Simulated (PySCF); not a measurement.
**Nuclear quadrupole coupling in `CN[Si@H]1N[SiH2]C[SiH2]O1`**

Species: C2H12N2OSi3.
SMILES with atom numbers: `[CH3:1][NH:2][Si@H:3]1[NH:4][SiH2:5][CH2:6][SiH2:7][O:8]1` (hydrogens: H9, H10, H11 on C1; H12 on N2; H13 on Si3; H14 on N4; H15, H16 on Si5; H17, H18 on C6; H19, H20 on Si7)

Structure used (GFN2-xTB), in Å, numbered top down from 1:
```xyz
20
C2H12N2OSi3 angstrom
C      3.387   -0.044   -0.397
N      2.140   -0.752   -0.335
Si     0.762   -0.252    0.536
N      0.028    1.212   -0.034
Si    -1.638    1.518   -0.394
C     -2.678    0.178    0.450
Si    -1.924   -1.544    0.217
O     -0.311   -1.454    0.355
H      3.558    0.404   -1.382
H      4.228   -0.706   -0.172
H      3.371    0.752    0.343
H      2.100   -1.560   -0.933
H      1.057   -0.118    1.964
H      0.662    1.967   -0.236
H     -1.948    2.859    0.131
H     -1.858    1.498   -1.851
H     -2.737    0.396    1.516
H     -3.698    0.206    0.074
H     -2.177   -2.073   -1.126
H     -2.328   -2.476    1.271
```

Field gradients from the PBE0/pcSseg-1 density (PySCF, non-relativistic), principal values in atomic units, ordered |Vxx| ≤ |Vyy| ≤ |Vzz|:

| atom | Vxx | Vyy | Vzz |
| --- | --- | --- | --- |
| N2 | 0.3521 | 0.7525 | -1.1047 |
| N4 | 0.2089 | 0.5750 | -0.7839 |
| O8 | -0.2831 | -0.6495 | 0.9326 |

Q: Find the asymmetry η = (Vxx − Vyy)/Vzz and the couplings χ = eQV/h (234.96 MHz × Q in barn × V in au), with Q(14N) = 0.02044 b, Q(17O) = −0.0256 b.

A: 
```
atom                      environment  nucleus     η  χzz (MHz)  χxx (MHz)  χyy (MHz)
  N2           silicon-bound nitrogen      14N  0.36      -5.31       1.69       3.61
  N4  nitrogen bridging silicon atoms      14N  0.47     -3.765      1.003      2.761
  O8                  siloxane oxygen      17O  0.39      -5.61       1.70       3.91
```

Q: What is Vzz at O8 in SI units (1 au = 9.71736 × 10²¹ V/m²)?

A: 0.9326 au = 9.062 × 10²¹ V/m².

Q: And the gradient at the other heavy atoms, for which no coupling is worked out here?

A: 
```json
{"atom": "C1", "environment": "N-methyl carbon", "Vzz (au)": "0.220", "η": "0.07"}
{"atom": "Si3", "environment": "oxygen-bound silicon", "Vzz (au)": "0.412", "η": "0.73"}
{"atom": "Si5", "environment": "SiH2 silicon", "Vzz (au)": "0.268", "η": "0.54"}
{"atom": "C6", "environment": "sp3 carbon bound to silicon", "Vzz (au)": "0.057", "η": "0.91"}
{"atom": "Si7", "environment": "oxygen-bound silicon", "Vzz (au)": "0.457", "η": "0.43"}
```

Q: What couplings would deuterons (Q(2H) = 0.00286 b) have in place of the hydrogens, at this geometry?

A: 
```csv
atom,bonded to,bond length (Å),Vzz (au),η,χzz (kHz)
H9,C1,1.096,0.2954,0.04,199
H10,C1,1.094,0.2992,0.05,201
H11,C1,1.087,0.3108,0.09,209
H12,N2,1.006,0.4307,0.19,289
H13,Si3,1.464,0.1592,0.05,107
H14,N4,1.006,0.4409,0.16,296
H15,Si5,1.473,0.1545,0.03,104
H16,Si5,1.474,0.1531,0.01,103
H17,C6,1.090,0.3213,0.02,216
H18,C6,1.088,0.3267,0.01,220
H19,Si7,1.465,0.1587,0.01,107
H20,Si7,1.464,0.1599,0.00,107
```

One conformer (not necessarily the lowest) at the GFN2-xTB geometry, without solvent, vibrations or thermal averaging. GFN2-xTB frequencies show an imaginary mode (116i cm⁻¹), so this geometry is no minimum at that level. GFN2-xTB bond lengths can be off by several hundredths of an ångström, more for odd bonds, and the gradients follow them. With a basis this small, the couplings can be 20 % off.

These values come from a run that also computed NMR shieldings. Hardware: one thread, Arm Neoverse V1 (aarch64), shared host with 32 logical CPUs at a one-minute load of 32. Cost: 73 s (grids of density and orbitals included), 1.0 GiB resident at most.
